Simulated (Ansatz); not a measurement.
A nudged elastic band was laid between two geometries of CH7BOSi2 (12 atoms, charge 0, multiplicity 1).

Computed with Ansatz, RKS B3LYP/def2-SVP.

```yaml
movable_images: 5
climbing_image: yes
spring: 5.0 eV/Å²
optimiser: quadratic models (default)
start_path: through a guess of the saddle point
force_threshold: 0.05 eV/Å
iteration_limit: 60
end_points: relaxed
```

First end point:

```xyz
12
Properties=species:S:1:pos:R:3
C -1.844 -0.130 0.107
Si -0.051 0.100 -0.432
Si 1.497 -0.986 0.966
B 0.476 1.405 -1.754
O 0.363 1.870 -0.513
H -2.150 -1.181 -0.030
H -1.977 0.124 1.172
H -2.515 0.503 -0.493
H 1.311 -0.595 2.398
H 2.886 -0.639 0.544
H 1.315 -2.466 0.861
H 0.766 1.941 -2.790
```

Last end point:

```xyz
12
Properties=species:S:1:pos:R:3
C -1.823 0.096 0.287
Si -0.083 0.050 -0.440
Si 1.479 -1.022 0.954
B 0.436 1.112 -1.966
O 0.497 1.738 -0.795
H -2.247 -0.922 0.317
H -1.819 0.490 1.317
H -2.487 0.725 -0.327
H 1.105 -2.461 1.109
H 1.509 -0.398 2.313
H 2.841 -0.940 0.351
H 0.670 1.477 -3.088
```

What changes between the two ends?

No bond is made or broken. The dihedral C1–Si2–Si3–H10 goes from -174 to -55°. The two ends are copies of one structure, up to a mirror image or an exchange of like atoms.

Give the energies along the band, and the barrier.

The forces met the threshold. The highest image is number 3 of 0 to 6, 0.030 eV above the ends, which have the same energy within 2 meV. A vibrational analysis at the climbing image gives one clearly imaginary mode, 79i cm⁻¹: a first-order saddle point.

```
image  path coordinate (Å)  energy (eV)  dihedral C1–Si2–Si3–H10 (°)
    0                 0.00        0.000                         -174
    1                 0.76        0.007                         -156
    2                 1.52        0.021                         -136
    3                 2.28        0.030                         -115
    4                 3.04        0.024                          -95
    5                 3.80        0.009                          -75
    6                 4.56        0.000                          -55
```

What is the geometry of the highest image?


```xyz
12
Properties=species:S:1:pos:R:3
C -1.837 0.057 0.260
Si -0.084 0.060 -0.435
Si 1.490 -1.021 0.953
B 0.439 1.161 -1.931
O 0.472 1.765 -0.747
H -2.219 -0.976 0.303
H -1.868 0.469 1.282
H -2.512 0.646 -0.380
H 0.815 -1.649 2.131
H 2.491 -0.026 1.439
H 2.207 -2.092 0.200
H 0.685 1.552 -3.042
```

The run took 100 s on 2 threads of Intel(R) Xeon(R) Platinum 8488C (Sapphire Rapids), on a shared host, peak memory 0.27 GiB.
